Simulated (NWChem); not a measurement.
Molecule: C$_{2}$H$_{4}$BF$_{2}$N; SMILES FB(/N=C/C)F

```xyz
10

C     -0.5831     2.3620     0.0000
C      0.6478     1.5127     0.0000
N      0.6895     0.2611     0.0000
B      0.0238    -0.9620     0.0000
F     -0.2613    -1.5917     1.1350
F     -0.2613    -1.5917    -1.1350
H     -1.4963     1.7519     0.0000
H     -0.5820     3.0223    -0.8828
H     -0.5820     3.0223     0.8828
H      1.6034     2.0750     0.0000
```
Atoms are numbered in this order, from 1.

All runs: NWChem. All runs use the structure optimised with PBE0/def2-SVP. Atomic charges in e: unrestrained fits to the electrostatic potential beside Mulliken populations; buried atoms are poorly determined by the fit.

Q: Estimate the computed values for B3LYP/def2-SVP. Quantities: ESP C1; Mulliken C1; ESP C2; Mulliken C2; ESP N3; Mulliken N3; ESP B4; Mulliken B4; ESP F5; Mulliken F5; relative RMS misfit of the potential (%).

A: 
```
Item                                      Result
----------------------------------------  ------
ESP C1                                     -0.17
Mulliken C1                                 0.04
ESP C2                                      0.42
Mulliken C2                                -0.02
ESP N3                                     -0.61
Mulliken N3                                -0.02
ESP B4                                      0.85
Mulliken B4                                 0.10
ESP F5                                     -0.33
Mulliken F5                                -0.12
relative RMS misfit of the potential (%)      20
```
